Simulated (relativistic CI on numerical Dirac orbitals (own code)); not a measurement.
# Ni+: resonant inelastic scattering at the M2,3 edge

Computed with this model: Dirac-Coulomb-Breit CI, orbitals from a KLI potential per configuration, model QED, valence Slater integrals scaled by 0.8, Kramers-Heisenberg scattering through one core-hole configuration in a parametric crystal field; configurations [Ar] 3d9 → [Ne] 3s2 3p5 3d10; 300 K; core-hole width 0.48 eV; summed over polarisations. Incident energies are the highest absorption maxima for each field (at most a few, so the weaker spin-orbit partner edge can be absent), on the computed scale of the free ion. Intensities are in per cent of the strongest line above 0.02 eV; levels within 1 cm⁻¹ are merged; final levels count from the ground level, the first row holds all elastic scattering, lines under 0.4 are left out and each table stops after 24 rows. The scale of the Slater integrals is a model choice and moves the terms in proportion.

Field parameters in Wybourne normalisation: D3d B²₀ = −7Dσ, B⁴₀ = −14Dq − 21Dτ, B⁴₃ = −14√(10/7) Dq; Td as Oh with Dq negative (B⁴₀ = 21Dq, B⁴₄ = √(5/14) B⁴₀). The field is a parameter set, without covalency.

S is read from ⟨S²⟩ = S(S + 1).

D3d, 10Dq = 7700, Dσ = -750, Dτ = 0 cm⁻¹:

```
Final level (eV)  Degeneracy  Irrep     S  69.6 eV  71.7 eV
           0.000           2  Γ5+Γ6  0.50    130.8     30.4
           0.020           2     Γ4  0.50     65.1     16.7
           0.802           2     Γ4  0.50     92.7     27.8
           1.061           2     Γ4  0.50    100.0     19.3
           1.151           2  Γ5+Γ6  0.50     53.3     52.1
```

Td, 10Dq = -4200 cm⁻¹:

```
Final level (eV)  Degeneracy  Irrep     S  69.3 eV
           0.000           2     Γ7  0.50     83.3
           0.091           4     Γ8  0.50    100.0
           0.606           4     Γ8  0.50     84.4
```

For the first field the strongest loss at the lowest incident energy is the level at 1.06 eV (S = 0.50, against 0.50 in the thermal ground state).
